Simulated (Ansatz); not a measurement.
Al(PH3)F3 (AlPH₃F₃), relaxed as a singlet with RKS r2SCAN-D4/def2-SVP in Ansatz, starting from the GFN2-xTB geometry. Force threshold 0.02 eV/Å.

Start:

Cartesian coordinates in Å:
```
Al -1.011 0.629 -0.703
P 0.777 -0.489 0.543
H 0.525 -1.012 1.794
H 1.914 0.219 0.867
H 1.399 -1.595 0.004
F -1.430 1.771 0.409
F -2.037 -0.645 -0.905
F -0.138 1.122 -2.011
```

Problem. Estimate the energy that the relaxation releases and the steps that it takes.

Solution. 0.08 eV, in 5 steps; 9 s on 4 threads of Arm Neoverse V2 on a shared host. No frequencies were taken in this run, so the end may be a saddle point.

Problem. Does the start keep its bonding and symmetry?

Solution. By distances, no bond broke or formed. The bond that changes most is Al1–P2, from 2.45 to 2.50 Å (atoms count from 1). Point group C3 at the start, C3 at the end, both within 0.05 Å.

Problem. Predict the relaxed structure.

Solution. 
```tsv
atom	x (Å)	y (Å)	z (Å)
Al1	-1.024	0.637	-0.712
P2	0.801	-0.501	0.558
H3	0.491	-1.048	1.826
H4	1.944	0.261	0.899
H5	1.430	-1.621	-0.038
F6	-1.430	1.801	0.406
F7	-2.063	-0.650	-0.896
F8	-0.149	1.119	-2.043
```
Bond lengths: 3 × Al–F 1.66 Å; 1 × Al–P 2.50 Å; 3 × H–P 1.42 Å.
